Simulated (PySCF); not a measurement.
Working out the ionisation energy of Cr

Cr [Ar] 3d5 4s1 (7S) → Cr⁺ [Ar] 3d5 (6S). Calculation: PySCF 2.14, in dyall-av2z (16s12p7d2f, 101 functions); the non-relativistic Hamiltonian (point nucleus). Frozen: [Ar]; the 25 highest virtual orbitals dropped. Energies in hartree (1 hartree = 27.21139 eV):

```json
{"part": "UHF", "Cr (lower)": "-1043.343720", "Cr⁺ (upper)": "-1043.126489"}
{"part": "CCSD correlation", "Cr (lower)": "-0.093264", "Cr⁺ (upper)": "-0.075065"}
{"part": "(T)", "Cr (lower)": "-0.002772", "Cr⁺ (upper)": "-0.001406"}
```

**Question.** What does Hartree-Fock give?

**Answer.** (-1043.126489) − (-1043.343720) = 0.217231 hartree = 5.911 eV.

**Question.** What do CCSD and CCSD(T) give?

**Answer.** The CCSD correlation energies differ by 0.018199 hartree = 0.495 eV and the triples by 0.001366 hartree = 0.037 eV, so CCSD gives 6.406 eV and CCSD(T) 6.443 eV.

Measured between the centres of the two terms (NIST): 6.767 eV, so CCSD(T) (valence) is off by -0.324 eV.

The calculation is non-relativistic.

A double-zeta basis recovers only part of the correlation energy.

What remains against the reference includes basis incompleteness, the frozen core and higher excitations.
